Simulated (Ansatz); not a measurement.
Isolated molecules relaxed with PBE0-D4/def2-TZVP in Ansatz; ΔE leaves out vibrations. CCSD(T)/CBS adds triple-zeta CCSD(T) − MP2 to the extrapolated MP2 energy (def2 sets, frozen cores). DFT in def2-TZVPP. B3LYP here is the variant with VWN-RPA as its local correlation; programs differ in this. Elements past krypton have def2 core potentials. For In outer-core shells are correlated without core-valence functions, which leaves a few kJ/mol of doubt a bond. One conformer a species, not always the lowest.

`[CH3][AlH][SiH](C)S` + `[F][In]([F])[SH]` → `C[S][In]([F])[F]` + `[CH3][AlH][SiH2]S`  (substitution at a C–Si bond)

`[CH3][AlH][SiH](C)S`:

Z-matrix (Å, degrees):
```
C
Al 1 1.955
H 1 1.092 2 113.8
H 1 1.096 2 109.8 3 120.7
H 1 1.095 2 110.9 3 -122.2
Si 2 2.465 1 120.6 3 -7.5
H 2 1.592 1 119.2 3 172.9
S 6 2.155 2 106.1 1 -166.5
C 6 1.881 2 114.4 1 -44.0
H 6 1.497 2 110.0 1 76.5
H 8 1.345 6 96.4 2 -176.9
H 9 1.094 6 110.3 2 60.2
H 9 1.093 6 110.7 2 179.7
H 9 1.092 6 111.0 2 -60.1
```

`[F][In]([F])[SH]`:

```xyz
5

F     1.849   -0.523    0.751
In    0.006   -0.558    0.166
F    -0.799   -2.293    0.418
S    -1.081    1.309   -0.734
H     0.024    2.066   -0.601
```

`C[S][In]([F])[F]`:

```xyz
8

C    -0.239    1.331   -0.602
S    -0.556    0.713    1.084
In    0.204   -1.489    0.885
F     0.920   -2.126   -0.803
F     0.236   -2.879    2.225
H     0.820    1.304   -0.847
H    -0.576    2.367   -0.595
H    -0.809    0.778   -1.347
```

`[CH3][AlH][SiH2]S`:

```xyz
11

C     1.179   -1.959   -0.613
Al    0.461   -0.651    0.646
Si   -0.819    1.295   -0.153
S    -1.408    2.435    1.573
H     0.994   -1.709   -1.659
H     2.260   -2.068   -0.476
H     0.744   -2.946   -0.421
H     0.694   -0.838    2.208
H    -2.028    0.890   -0.930
H    -0.017    2.151   -1.077
H    -2.062    3.399    0.902
```

```json
{"level": "PBE-D4", "ΔE (kcal/mol)": "12.8", "difference from CCSD(T)/CBS": "-0.7"}
{"level": "r2SCAN-D4", "ΔE (kcal/mol)": "13.6", "difference from CCSD(T)/CBS": "0.1"}
{"level": "PBE0-D4", "ΔE (kcal/mol)": "13.5", "difference from CCSD(T)/CBS": "0.0"}
{"level": "B3LYP-D4", "ΔE (kcal/mol)": "12.9", "difference from CCSD(T)/CBS": "-0.6"}
{"level": "ωB97X-V", "ΔE (kcal/mol)": "13.3", "difference from CCSD(T)/CBS": "-0.2"}
{"level": "ωB97M-V", "ΔE (kcal/mol)": "14.1", "difference from CCSD(T)/CBS": "0.6"}
{"level": "B2PLYP", "ΔE (kcal/mol)": "13.2", "difference from CCSD(T)/CBS": "-0.3"}
{"level": "PBE", "ΔE (kcal/mol)": "12.5", "difference from CCSD(T)/CBS": "-1.0"}
{"level": "r2SCAN", "ΔE (kcal/mol)": "13.5", "difference from CCSD(T)/CBS": "0.0"}
{"level": "PBE0", "ΔE (kcal/mol)": "13.1", "difference from CCSD(T)/CBS": "-0.4"}
{"level": "B3LYP", "ΔE (kcal/mol)": "12.5", "difference from CCSD(T)/CBS": "-1.0"}
{"level": "HF/def2-TZVPP", "ΔE (kcal/mol)": "12.8", "difference from CCSD(T)/CBS": "-0.7"}
{"level": "MP2/def2-TZVPP", "ΔE (kcal/mol)": "14.4", "difference from CCSD(T)/CBS": "0.9"}
{"level": "SCS-MP2/def2-TZVPP", "ΔE (kcal/mol)": "13.6", "difference from CCSD(T)/CBS": "0.1"}
{"level": "CCSD/def2-TZVPP", "ΔE (kcal/mol)": "14.0", "difference from CCSD(T)/CBS": "0.5"}
{"level": "CCSD(T)/def2-TZVPP", "ΔE (kcal/mol)": "14.0", "difference from CCSD(T)/CBS": "0.5"}
{"level": "HF/def2-QZVPP", "ΔE (kcal/mol)": "12.8", "difference from CCSD(T)/CBS": "-0.7"}
{"level": "MP2/def2-QZVPP", "ΔE (kcal/mol)": "14.1", "difference from CCSD(T)/CBS": "0.6"}
{"level": "SCS-MP2/def2-QZVPP", "ΔE (kcal/mol)": "13.3", "difference from CCSD(T)/CBS": "-0.2"}
{"level": "HF/CBS(def2)", "ΔE (kcal/mol)": "12.8", "difference from CCSD(T)/CBS": "-0.7"}
{"level": "MP2/CBS(def2)", "ΔE (kcal/mol)": "13.9", "difference from CCSD(T)/CBS": "0.4"}
{"level": "CCSD/CBS(def2)", "ΔE (kcal/mol)": "13.5", "difference from CCSD(T)/CBS": "0.0"}
{"level": "CCSD(T)/CBS", "ΔE (kcal/mol)": "13.5", "difference from CCSD(T)/CBS": "0"}
```

Largest T1 diagnostic among the species: 0.016.

In def2-TZVPP, CCSD(T) changes the Hartree–Fock value by +1.2 kcal/mol (the triples alone add −0.0 kcal/mol) and MP2 by +1.6 kcal/mol.
